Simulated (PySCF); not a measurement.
A calculated (B97-3, PySCF 2.14, x2c-TZVPPall with one added diffuse shell each of s, p, d, f type, scalar relativity by spin-free X2C-1e) atom or ion has these occupied shells.

| shell | electrons | orbital energy (eV) | rms radius, mean of both spins (bohr) |
| --- | --- | --- | --- |
| 1s α | 1 | -45044.2 | 0.0264 |
| 1s β | 1 | -45044.1 | 0.0264 |
| 2s α | 1 | -7360.9 | 0.107 |
| 2s β | 1 | -7360.9 | 0.107 |
| 2p α | 3 | -6581.3 | 0.0959 |
| 2p β | 3 | -6581.3 | 0.0959 |
| 3s α | 1 | -1623.4 | 0.278 |
| 3s β | 1 | -1621.7 | 0.278 |
| 3p α | 3 | -1376.4 | 0.278 |
| 3p β | 3 | -1374.6 | 0.278 |
| 3d α | 5 | -1033.4 | 0.256 |
| 3d β | 5 | -1031.8 | 0.256 |
| 4s α | 1 | -334.69 | 0.630 |
| 4s β | 1 | -330.25 | 0.630 |
| 4p α | 3 | -252.82 | 0.669 |
| 4p β | 3 | -248.15 | 0.669 |
| 4d α | 5 | -135.59 | 0.743 |
| 4d β | 5 | -130.18 | 0.743 |
| 5s α | 1 | -51.754 | 1.54 |
| 5s β | 1 | -49.206 | 1.54 |
| 5p α | 3 | -31.169 | 1.81 |
| 5p β | 3 | -29.291 | 1.81 |
| 4f α | 5 | -11.762 | 1.17 |
| 6s α | 1 | -9.035 | 4.21 |

Problem. Name the element and its charge.

Solution. Pm⁺ (promethium, charge +1), in [Xe] 4f5 6s1, one real determinant.
